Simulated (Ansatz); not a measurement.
Calculation: Ansatz (a program for electronic structure) with B3LYP-D3(BJ)/def2-TZVP. No frequencies were computed at this level.

Ansatz 0.2 input:
```yaml
crystal:
  periodic: [false, false, false]
  atoms:
    - { symbol: Br, position_ang: [-1.876318, -1.232282, -0.036107] }
    - { symbol: Al, position_ang: [-0.000094, 0.000035, 0.000151] }
    - { symbol: Br, position_ang: [2.004931, -1.009108, 0.038999] }
    - { symbol: Br, position_ang: [-0.128521, 2.241355, -0.003044] }
basis:
  gaussian: { orbitals: def2-tzvp }
hamiltonian:
  xc: b3lyp
  dispersion: d3bj
relax:
  max_steps: 150
```

Output:

```
Functional definition: B3LYP
1498 factors; their error is unknown
mean field evaluation 1: about -216742.8304 eV, gradient 1.6e1 eV
mean field evaluation 2: about -216742.8632 eV, gradient 1.6e1 eV
mean field evaluation 4: about -216743.5088 eV, gradient 7.6e-1 eV
mean field evaluation 8: about -216744.5473 eV, gradient 5.3e-1 eV
mean field evaluation 16: about -216744.5475 eV, gradient 5.2e-5 eV
mean field -216744.54748901 eV, -7965.2152054903 hartree, gradient 5.2e-5 eV, S^2 0.000000; 0 other end points of the search recorded, 0 dependent functions left out
reference -216744.54773939 eV, -7965.2152146914 hartree; 59, 59 occupied and 122, 122 virtual orbitals, 1498 factors
relax step   1: F+E_penalty+E_count = -216744.85395455 eV  Δ(F+E_penalty+E_count) = +0.000e0 eV  max|allowed force component| = 1.008e-1 eV/Å  Δτ_max = 0.0000 Å  (25 SCF iters, accepted)
these checks for a lower state are left out or cut short: starts, cluster_reference, orbital_swaps, neighbouring_geometries, increment
1498 factors; their error is unknown
mean field -216744.54728145 eV, -7965.2151978626 hartree, gradient 1.4e-5 eV, S^2 0.000000; 0 other end points of the search recorded, 0 dependent functions left out
reference -216744.54753154 eV, -7965.2152070530 hartree; 59, 59 occupied and 122, 122 virtual orbitals, 1498 factors
relax step   2: F+E_penalty+E_count = -216744.85497906 eV  Δ(F+E_penalty+E_count) = -1.025e-3 eV  max|allowed force component| = 5.186e-3 eV/Å  Δτ_max = 0.0065 Å  (30 SCF iters, accepted)
1498 factors; their error is unknown
mean field evaluation 32: about -216742.8954 eV, gradient 1.5e1 eV
mean field -216744.54728145 eV, -7965.2151978626 hartree, gradient 1.4e-5 eV, S^2 0.000000; 1 other end points of the search recorded, 0 dependent functions left out
reference -216744.54753154 eV, -7965.2152070530 hartree; 59, 59 occupied and 122, 122 virtual orbitals, 1498 factors
Total energy: -216744.85522915 eV, -7965.2265147316 hartree
Atom 0 at    -1.870990    -1.228633    -0.035973 Å, force     0.004367     0.002891     0.000148 eV/Å
Atom 1 at    -0.000024    -0.000004     0.000056 Å, force     0.000084    -0.000126    -0.000191 eV/Å
Atom 2 at     1.999295    -1.006277     0.038921 Å, force    -0.004755     0.002421    -0.000028 eV/Å
Atom 3 at    -0.128283     2.234914    -0.003006 Å, force     0.000303    -0.005186     0.000071 eV/Å
Dipole moment:    -0.000032    -0.000000     0.000047 e Å
```

Cost: about 60 core-seconds (a rough figure).
